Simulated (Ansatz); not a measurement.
**Isomers of CH5GeS**

2 of its isomers, all doublets with charge 0: A = `[CH3][GeH][SH]`; B = `C[S][GeH2]`.

Shapes, held fixed at every level: PBE0-D4/def2-TZVP. Flexible molecules stand in one conformer, not always the lowest. Programs: Ansatz 0.2.0.

Electronic energies in kJ/mol, without zero-point or thermal terms.

Question: From chemical knowledge, estimate the order of stability.

Answer: A < B in rising energy, over a span of 48 kJ/mol, by CCSD(T)/def2-TZVPP. All levels agree on that. The B − A difference spans +37.7 to +48.9 kJ/mol over the levels. Open shells run unrestricted unless RO is named. Relativity is left out for Ge unless named. Correlated rows may include outer-core shells of Ge, which these sets cover unevenly.

```
                level                    kind  B − A
     SPW92/def2-TZVPP                     LDA  +37.7
  B3LYP-D4/def2-TZVPP           global hybrid  +41.4
r2SCAN0-D4/def2-TZVPP           global hybrid  +44.1
   wB97X-V/def2-TZVPP  range-separated hybrid  +42.7
    B2PLYP/def2-TZVPP           double hybrid  +44.9
     CCSD(T)/def2-SVP   coupled cluster or CI  +42.5
      CCSD/def2-TZVPP   coupled cluster or CI  +48.9
   CCSD(T)/def2-TZVPP   coupled cluster or CI  +48.0
```
